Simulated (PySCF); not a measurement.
## Ionisation energy of As²⁺ by level of theory

As²⁺ [Ar] 3d10 4s2 4p1 (2P) → As³⁺ [Ar] 3d10 4s2 (1S), as a difference of total energies. All numbers are calculated (PySCF 2.14, the spin-free X2C one-electron Hamiltonian (Gaussian nucleus), in x2c-TZVPPall with one added diffuse shell each of s, p, d type (7s6p5d1f, 57 functions)). Correlated levels: valence: [Ar] 3d10 frozen; valence and next inner shell: [Ne] frozen. The calculations carry no spin-orbit coupling.

```csv
method,ionisation energy (eV),plus first-order spin-orbit estimate,error of that sum (eV)
UHF,27.402,27.625,-0.724
LDA,28.184,28.408,+0.059
PBE,28.029,28.252,-0.097
PBE0,28.053,28.277,-0.072
r2SCAN,28.241,28.464,+0.115
PBEsol,28.032,28.255,-0.094
BHandHLYP,28.000,28.224,-0.125
HSE06,28.068,28.292,-0.057
wB97X,27.912,28.136,-0.213
MP2 (valence),27.665,27.889,-0.460
SCS-MP2 (valence),27.658,27.881,-0.468
MP2 (valence and next inner shell),27.817,28.041,-0.308
SCS-MP2 (valence and next inner shell),27.761,27.985,-0.364
```

Reference: 28.349 ± 0.012 eV (measured; NIST Atomic Spectra Database, ionization energies).

A first-order spin-orbit estimate (lowest level to lowest level, LS coupling) adds 0.224 eV.

Errors of the correlated levels include the incompleteness of this basis and the frozen core.
